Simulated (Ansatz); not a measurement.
silanone (SMILES O=[SiH2]) moved off its minimum; all values from Ansatz (a program for electronic structure), cores frozen in correlated methods.
(charge 0, multiplicity 1)
```xyz
4

Si     0.0591    -0.4461     0.0104
O     -0.2075     1.0428    -0.0111
H     -1.0019    -1.4252    -0.0222
H      1.3706    -1.0033     0.0392
```

Forces at MP2/aug-cc-pV(T+d)Z (eV/Å):

| atom | Fx | Fy | Fz |
|---|---|---|---|
| Si1 | -0.360 | -0.127 | -0.061 |
| O2 | -0.185 | 1.160 | 0.008 |
| H3 | -0.346 | -0.518 | 0.011 |
| H4 | 0.891 | -0.515 | 0.042 |

Question: Give the forces (eV/Å), the total energy and the dipole at CCSD(T)/aug-cc-pV(T+d)Z.

Answer: 
```json
[
 {"atom": "Si1", "Fx": "-0.417", "Fy": "0.215", "Fz": "-0.062"},
 {"atom": "O2", "Fx": "-0.135", "Fy": "0.879", "Fz": "0.011"},
 {"atom": "H3", "Fx": "-0.420", "Fy": "-0.563", "Fz": "0.008"},
 {"atom": "H4", "Fx": "0.972", "Fy": "-0.530", "Fz": "0.043"}
]
```
Energy -365.3831 hartree, dipole 3.81 D.
